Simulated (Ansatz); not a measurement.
`C=C[SiH](C)O[SiH3]` + `O[SiH](O)S` → `O[SiH](O)S[SiH3]` + `C=C[SiH](C)O`  (ligand exchange at the Si–O bond)

Computed with Ansatz on PBE0-D4/def2-TZVP structures; ΔE is electronic, products minus reactants. CCSD(T)/CBS adds triple-zeta CCSD(T) − MP2 to the extrapolated MP2 energy (def2 sets, frozen cores). DFT in def2-TZVPP. B3LYP here is the variant with VWN-RPA as its local correlation; programs differ in this. One conformer a species, not always the lowest.

(1) Is it downhill or uphill in electronic energy at CCSD(T)/CBS, and by how much? (An estimate is asked.)

(2) What do these levels give: r2SCAN-D4, r2SCAN0-D4, ωB97M-V, PBE0, B3LYP, MP2/def2-TZVPP? (Estimate.)

(3) What do rigid-rotor, harmonic-oscillator terms from PBE0-D4/def2-TZVP frequencies (298.15 K, 1 bar) make of the CCSD(T)/CBS value? (Estimate.)

Largest T1 diagnostic among the species: 0.012.

Results:

(1) Ansatz gave: Uphill: ΔE = +0.45 eV.

(2) The calculation gave: r2SCAN-D4 0.40, r2SCAN0-D4 0.42, ωB97M-V 0.44, PBE0 0.34, B3LYP 0.50, MP2/def2-TZVPP 0.44 eV.

(3) The calculation gave: ΔZPE = +0.05 eV, ΔH = +0.50 eV, ΔS = -6 J/(mol·K), ΔG = +0.52 eV. Modes under 50 cm⁻¹ make the entropy rough.

From PBE to PBE0 (25 % exact exchange), in def2-TZVPP and without D4, ΔE moves by +0.05 eV. At CCSD(T), def2-SVP lies +0.03 eV from the extrapolated value and def2-TZVPP +0.02 eV. Leaving LDA and LC-ωPBE aside and taking each functional with its dispersion term where it has one, the values, not all of them listed here, spread over 0.26 eV, from revPBE-D4 to BHLYP-D4.
